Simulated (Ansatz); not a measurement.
Program: Ansatz. Geometries: PBE0-D4/def2-TZVP. ΔE: electronic, gas phase. CCSD(T)/CBS is the MP2 limit (def2-TZVPP, def2-QZVPP) plus CCSD(T) − MP2 in def2-TZVPP, frozen cores. This one scheme is used for every species. Functionals use def2-TZVPP. For Ga outer-core shells are correlated without core-valence functions, which leaves a few kJ/mol of doubt a bond. Scalar relativity is left out up to krypton. Each species was taken in one conformer, which may not be the lowest.

Reaction (hydrogenolysis of a Ga–N bond): `[NH2][GaH][NH2]` + H₂ → `[NH2][GaH2]` + NH₃

`[NH2][GaH][NH2]`:

Cartesian coordinates in Å:
```
N -0.615 1.405 -0.364
Ga -0.522 -0.390 -0.102
N 1.068 -1.064 0.458
H 0.159 2.038 -0.260
H -1.434 1.868 -0.714
H -1.751 -1.308 -0.344
H 1.210 -2.036 0.667
H 1.884 -0.513 0.659
```

H₂:

Z-matrix (Å, degrees):
```
H
H 1 0.746
```

`[NH2][GaH2]`:

Cartesian coordinates in Å:
```
N -0.495 -0.042 -0.813
Ga 0.447 0.038 0.734
H -0.083 -0.204 -1.716
H -1.493 0.069 -0.871
H 1.992 -0.159 0.626
H -0.368 0.298 2.040
```

NH₃:

Cartesian coordinates in Å:
```
N -0.241 -0.125 -0.076
H -0.392 0.827 0.235
H 0.212 -0.617 0.683
H 0.421 -0.085 -0.842
```

| level | ΔE (eV) |
| --- | --- |
| CAM-B3LYP-D4 | 0.14 |
| PBE0 | 0.07 |

(1) What does CCSD(T)/CBS give? (Best estimate.)

Largest T1 diagnostic among the species: 0.014.

## Answers

(1) Ansatz gave: +0.21 eV. The listed levels differ from it by -0.07, -0.14 eV.

In def2-TZVPP, CCSD(T) changes the Hartree–Fock value by +0.14 eV (the triples alone add +0.03 eV) and MP2 by +0.22 eV. At CCSD(T), def2-SVP lies −0.10 eV from the extrapolated value and def2-TZVPP −0.04 eV. The D4 term adds +0.06 eV with B3LYP and +0.03 eV with PBE0; it sums over pairs of atoms, weighted by their polarisabilities, and B3LYP, whose exchange is more repulsive, gets the larger term.

B3LYP here is the variant with VWN-RPA as its local correlation; programs differ in this.
